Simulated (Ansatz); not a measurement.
`CC(Cl)Br` → `Cl[CH]Br`• + `[CH3]`• at 700 K and 1 bar (homolysis of the C–C bond).

Computed with Ansatz on PBE0-D4/def2-TZVP structures; ΔE is electronic, products minus reactants. CCSD(T)/CBS adds triple-zeta CCSD(T) − MP2 to the extrapolated MP2 energy (def2 sets, frozen cores). This one scheme is used for every species. No spin–orbit coupling; open shells (•) take unrestricted orbitals. For Br outer-core shells are correlated without core-valence functions, which leaves a few kJ/mol of doubt a bond. Scalar relativity is left out up to krypton.

```tsv
species	CCSD(T)/CBS energy (Eh)	H − E (kJ/mol)	S (J/(mol·K))
`CC(Cl)Br`	-3111.61100	205.9	398.5
`Cl[CH]Br`•	-3071.67658	77.4	345.6
`[CH3]`•	-39.78218	106.9	232.5
```

H − E and S are ideal-gas, rigid-rotor, harmonic terms from PBE0-D4/def2-TZVP, for one conformer and one mirror image of each species, with the whole ground term of open shells counted as degenerate. 1 Eh = 2625.50 kJ/mol, R = 8.31446 J/(mol·K).

By hand: ΔE, ΔH, ΔS and ΔG.

ΔE = (-3071.67658) + (-39.78218) − (-3111.61100) = 0.15224 Eh = 399.7 kJ/mol. Δ(H − E) = 77.4 + 106.9 − 205.9 = -21.6, so ΔH = 378.1 kJ/mol. ΔS = 345.6 + 232.5 − 398.5 = 179.6 J/(mol·K). ΔG = 378.1 − 700 × (179.6)/1000 = 252.4 kJ/mol.

By hand: the equilibrium constant, and the temperature at which ΔG would vanish if ΔH and ΔS stayed fixed.

log₁₀ K = −ΔG/(RT ln 10) = -18.8. ΔG = 0 at ΔH/ΔS = 2105 K.

The number of gas molecules changes by +1, which sets the sign of ΔS. A doubt of 5 kJ/mol in ΔE shifts log₁₀ K by 0.4 here. Other conformers and mirror images would add mixing entropy, several J/(mol·K) or more a flexible species. These are equilibria of isolated gas molecules and say nothing of rates. Largest T1 diagnostic: 0.014 (customary marks: 0.02 for closed shells, 0.045 for open ones).
